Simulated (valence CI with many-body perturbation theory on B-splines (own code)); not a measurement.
## Cs XXXIV: M1 decay

Method: relativistic CI+MBPT: four valence electrons over a frozen Dirac-Fock core [Ar], radial functions for each j: 9 s, 9 p, 10 d, 8 f, 5 g, 3 h, 1 i, with the one-electron correlation potential Σ1, the two-electron term Σ2, the three-electron term Σ3, Breit, model QED; selected CI, second order for the rest (own B-spline code, finite nucleus).

No measured spectrum was set against this ion. As an estimate, large intervals hold to a few tenths of a per cent, small ones and those within an open d or f shell to about a per cent. Only levels of the ground parity were solved; by the run's estimate the other parity begins above the list, which can be wrong where configurations are misplaced.

Lines 51 to 100 of 120 in falling wavelength, among levels below 106.72 eV, chosen from the decays that carry over 1 % of a level's rate. Wavelengths and rates use the calculated energies. Weak lines are less certain than strong ones. Lines between different terms over intervals too small for the method are left out, as are lines whose strength nearly cancels. The highest levels of a list are the least certain. Branching is blank where the lifetime is uncertain.

Levels are named by their leading jj configuration (3d3/2^4 stands for four electrons in 3d with j = 3/2), which in mixed levels can hold well under half, so a name can repeat and another be missing. Letters in brackets count levels of one name in rising energy.

```
λ vac (nm)                      Upper                      Lower  Type   A (s⁻¹)  Branch %
     68.79  (3d3/2^2 3d5/2^2) J=0 [a]        (3d3/2^3 3d5/2) J=1    M1  1.17e+05     100.0
     68.60        (3d3/2 3d5/2^3) J=5      (3d3/2^2 3d5/2^2) J=5    M1  1.44e+04      30.5
     67.46  (3d3/2^2 3d5/2^2) J=0 [b]    (3d3/2 3d5/2^3) J=1 [a]    M1  9.88e+03      21.3
     67.24          (3d5/2^4) J=2 [a]    (3d3/2 3d5/2^3) J=1 [a]    M1  1.12e+04      12.0
     64.75        (3d3/2 3d5/2^3) J=6      (3d3/2^2 3d5/2^2) J=5    M1  2.40e+04          
     64.19      (3d3/2^2 3d5/2^2) J=1        (3d3/2^3 3d5/2) J=2    M1  5.48e+04      92.1
     63.60        (3d3/2 3d5/2^3) J=2  (3d3/2^2 3d5/2^2) J=3 [b]    M1  1.65e+04      18.1
     62.91        (3d3/2 3d5/2^3) J=2  (3d3/2^2 3d5/2^2) J=2 [b]    M1  8.62e+03       9.5
     62.73    (3d3/2 3d5/2^3) J=3 [b]  (3d3/2^2 3d5/2^2) J=3 [b]    M1  2.38e+04      32.9
     62.67  (3d3/2^2 3d5/2^2) J=4 [b]        (3d3/2^3 3d5/2) J=3    M1  4.46e+03      57.6
     62.55  (3d3/2^2 3d5/2^2) J=4 [c]      (3d3/2^2 3d5/2^2) J=5    M1  2.14e+03       4.8
     62.06    (3d3/2 3d5/2^3) J=3 [b]  (3d3/2^2 3d5/2^2) J=2 [b]    M1  1.26e+04      17.4
     61.75    (3d3/2 3d5/2^3) J=4 [b]    (3d3/2 3d5/2^3) J=3 [a]    M1  1.59e+04      11.9
     59.86  (3d3/2^2 3d5/2^2) J=2 [b]        (3d3/2^3 3d5/2) J=3    M1  3.60e+02       3.2
     59.50  (3d3/2^2 3d5/2^2) J=4 [b]        (3d3/2^3 3d5/2) J=4    M1  3.10e+02       4.0
     59.30    (3d3/2 3d5/2^3) J=3 [b]  (3d3/2^2 3d5/2^2) J=4 [b]    M1  9.36e+03      13.0
     59.24  (3d3/2^2 3d5/2^2) J=3 [b]        (3d3/2^3 3d5/2) J=3    M1  2.07e+03          
     59.00  (3d3/2^2 3d5/2^2) J=2 [d]      (3d3/2^2 3d5/2^2) J=1    M1  1.79e+03       5.4
     58.30    (3d3/2 3d5/2^3) J=1 [a]  (3d3/2^2 3d5/2^2) J=2 [a]    M1  4.21e+04      29.5
     57.32    (3d3/2 3d5/2^3) J=3 [c]  (3d3/2^2 3d5/2^2) J=2 [c]    M1  1.40e+04      24.7
     57.22  (3d3/2^2 3d5/2^2) J=2 [a]        (3d3/2^3 3d5/2) J=1    M1  4.59e+04      73.9
     56.72          (3d5/2^4) J=2 [a]    (3d3/2 3d5/2^3) J=3 [a]    M1  1.96e+04      20.9
     56.61        (3d3/2 3d5/2^3) J=0      (3d3/2^2 3d5/2^2) J=1    M1  7.39e+04      89.9
     56.41  (3d3/2^2 3d5/2^2) J=3 [b]        (3d3/2^3 3d5/2) J=4    M1  2.61e+04          
     55.84    (3d3/2 3d5/2^3) J=1 [b]  (3d3/2^2 3d5/2^2) J=2 [c]    M1  2.15e+04      21.3
     55.48  (3d3/2^2 3d5/2^2) J=4 [c]  (3d3/2^2 3d5/2^2) J=3 [a]    M1  1.48e+04      32.9
     54.16        (3d3/2 3d5/2^3) J=5  (3d3/2^2 3d5/2^2) J=4 [a]    M1  6.35e+03      13.5
     53.44    (3d3/2 3d5/2^3) J=3 [c]    (3d3/2 3d5/2^3) J=4 [a]    M1  9.23e+03      16.3
     52.37    (3d3/2 3d5/2^3) J=4 [b]    (3d3/2 3d5/2^3) J=4 [a]    M1  6.61e+04      49.3
     52.15  (3d3/2^2 3d5/2^2) J=2 [b]        (3d3/2^3 3d5/2) J=2    M1  3.05e+03      27.2
     51.91          (3d5/2^4) J=2 [a]  (3d3/2^2 3d5/2^2) J=2 [c]    M1  1.93e+04      20.6
     51.68  (3d3/2^2 3d5/2^2) J=3 [b]        (3d3/2^3 3d5/2) J=2    M1  1.82e+03          
     51.30        (3d3/2 3d5/2^3) J=2      (3d3/2^2 3d5/2^2) J=1    M1  1.92e+04      21.1
     50.32  (3d3/2^2 3d5/2^2) J=4 [c]  (3d3/2^2 3d5/2^2) J=4 [a]    M1  2.00e+04      44.4
     49.91  (3d3/2^2 3d5/2^2) J=2 [d]  (3d3/2^2 3d5/2^2) J=3 [a]    M1  1.60e+03       4.8
     49.77    (3d3/2 3d5/2^3) J=1 [a]  (3d3/2^2 3d5/2^2) J=0 [a]    M1  5.42e+04      38.0
     49.53  (3d3/2^2 3d5/2^2) J=2 [d]  (3d3/2^2 3d5/2^2) J=2 [a]    M1  6.31e+02       1.9
     46.81    (3d3/2 3d5/2^3) J=4 [a]        (3d3/2^3 3d5/2) J=3    M1  1.31e+04      17.5
     44.29        (3d3/2 3d5/2^3) J=2  (3d3/2^2 3d5/2^2) J=3 [a]    M1  3.09e+04      34.0
     44.19  (3d3/2^2 3d5/2^2) J=2 [c]        (3d3/2^3 3d5/2) J=3    M1  6.92e+04      79.5
     43.86    (3d3/2 3d5/2^3) J=3 [b]  (3d3/2^2 3d5/2^2) J=3 [a]    M1  8.68e+03      12.0
     43.57    (3d3/2 3d5/2^3) J=3 [b]  (3d3/2^2 3d5/2^2) J=2 [a]    M1  1.47e+03       2.0
     42.42    (3d3/2 3d5/2^3) J=4 [b]  (3d3/2^2 3d5/2^2) J=3 [b]    M1  1.05e+04       7.9
     41.97    (3d3/2 3d5/2^3) J=1 [b]  (3d3/2^2 3d5/2^2) J=2 [b]    M1  2.03e+03       2.0
     41.47    (3d3/2 3d5/2^3) J=3 [c]  (3d3/2^2 3d5/2^2) J=4 [b]    M1  2.23e+03       3.9
     41.22    (3d3/2 3d5/2^3) J=3 [a]        (3d3/2^3 3d5/2) J=3    M1  5.47e+03       5.2
     41.12  (3d3/2^2 3d5/2^2) J=2 [b]        (3d3/2^3 3d5/2) J=1    M1  5.24e+03      46.8
     40.57    (3d3/2 3d5/2^3) J=3 [b]  (3d3/2^2 3d5/2^2) J=4 [a]    M1  1.16e+04      16.0
     39.98          (3d5/2^4) J=2 [a]  (3d3/2^2 3d5/2^2) J=3 [b]    M1  1.19e+04      12.7
     39.84  (3d3/2^2 3d5/2^2) J=2 [c]        (3d3/2^3 3d5/2) J=2    M1  9.12e+03      10.5
```
